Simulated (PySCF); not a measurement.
Geometries of 2 isomers of C4H7BO3, from PBE0-D3(BJ)/def2-SVP geometry optimisation, gas phase (PySCF 2.14.0). One conformer each, no zero-point energy, no frequencies.

Question: Which is lower in electronic energy at this level?
A.
```xyz
15
angstrom
O      2.878    0.067   -0.943
C      2.010   -0.160   -0.147
C      0.535   -0.019   -0.425
C     -0.246   -1.244    0.043
O     -1.636   -1.050   -0.056
B     -2.170    0.197    0.005
O     -1.410    1.311    0.176
C     -0.013    1.217    0.293
H      2.260   -0.485    0.899
H      0.413    0.114   -1.512
H      0.015   -1.477    1.093
H      0.018   -2.126   -0.561
H     -3.362    0.322   -0.101
H      0.431    2.130   -0.133
H      0.262    1.185    1.364
```
B.
```xyz
15
angstrom
C      2.404   -0.490   -0.710
O      1.540    0.618   -0.487
C      0.311    0.370   -0.105
O     -0.030   -0.831    0.095
B     -1.539   -1.164    0.271
O     -2.147   -0.008    1.035
C     -1.722    1.176    0.803
C     -0.551    1.464    0.133
H      1.981   -1.166   -1.467
H      2.561   -1.053    0.221
H      3.349   -0.064   -1.062
H     -1.619   -2.178    0.928
H     -2.030   -1.192   -0.849
H     -2.341    1.986    1.215
H     -0.208    2.483   -0.031
```

Answer: A. That is `O=CC1COBOC1`, 20.6 kcal/mol below the other.

| SMILES | atoms numbered as above | E (Eh) | relative (kcal/mol) | relative (kJ/mol) | dipole (D) |
| --- | --- | --- | --- | --- | --- |
| O=CC1COBOC1 | [O:1]=[CH:2][CH:3]1[CH2:4][O:5][BH:6][O:7][CH2:8]1 | -406.48092 | 0.0 | 0.0 | 1.73 |
| COC1=[O+][BH2-]OC=C1 | [CH3:1][O:2][C:3]1=[O+:4][BH2-:5][O:6][CH:7]=[CH:8]1 | -406.44807 | 20.6 | 86.3 | 4.23 |
